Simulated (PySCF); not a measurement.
## Computed properties of C2H7S, SMILES C[SH+]C, charge +1

C2H7S, SMILES C[SH+]C, charge +1. Coordinates come from a B3LYP-D3(BJ)/def2-SVP optimisation. The isomer is the one that the SMILES or the coordinates give; other isomers of the formula were not compared. The values are those of a single conformer. All values are computed for the isolated molecule unless a solvent is named; none is compared with measurement here.

**Structure.** The optimised structure has Cs symmetry. All 24 harmonic modes at B3LYP-D3(BJ)/def2-SVP (PySCF) are real, so it is a minimum. With heavy atoms numbered as in [CH3:1][SH+:2][CH3:3], the shortest bond between them is C1–S2 at 1.823 Å and the longest S2–C3 at 1.823 Å.

**Vibrations.** The strongest infrared lines (harmonic, unscaled, degenerate partners summed) lie at 1442 cm⁻¹ (36 km/mol, H 96 %), 1440 cm⁻¹ (27 km/mol, H 96 %), 2620 cm⁻¹ (22 km/mol, H 97 %). The softest mode is at 173 cm⁻¹ and the zero-point energy is 53.7 kcal/mol.

**Electronic structure.** r2SCAN/def2-TZVPD (PySCF) places the frontier levels at -14.03 and -6.37 eV, a gap of 7.66 eV and a mean polarisability of 42.5 bohr³. PBE/def2-TZVPD (PySCF) at the same geometry gives -13.77 and -6.72 eV, so its gap is 0.61 eV narrower. An orbital gap is neither the optical nor the fundamental gap.

**Excitations.** TDDFT-PBE0/def2-SVPD (PySCF) has S1 at 8.10 eV (153 nm, f = 0.030, weak); the most intense of the 10 singlets computed lies at 8.35 eV (f = 0.06). T1 (TDA) is at 6.91 eV. TDDFT-PBE/def2-SVPD (PySCF) puts S1 at 7.67 eV. No vertical singlet excitation falls in the visible range (under 3.1 eV).

**NMR.** GIAO shifts at KT2/pcSseg-1 (PySCF) (non-relativistic, atoms alike by connectivity averaged): ¹³C at 27.5 ppm against TMS; ¹H from 3.4 to 5.6 ppm against TMS.

**Solvation.** SMD-ωB97X/def2-SVP (PySCF) gives -59.0 kcal/mol in water, -30.3 kcal/mol in n-hexane, -61.4 kcal/mol in acetonitrile (1 M in both phases, gas-phase geometry); of these solvents acetonitrile holds the molecule best.
